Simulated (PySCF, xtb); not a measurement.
HO3S, SMILES O=S(=O)=[OH+], charge +1.

GFN2-xTB (xtb 6.7.1) at its own geometry gives an orbital gap of 4.42 eV.

The structure is a stationary point at PBE-D3(BJ)/def2-SVP. The isomer is the one that the SMILES or the coordinates give; other isomers of the formula were not compared.

### Question
What does ωB97X/def2-TZVPD in PySCF give? (An estimate is asked for; the answer gives what the named calculation found.)

### Answer
gap 12.42 eV (levels -20.50 and -8.07 eV).
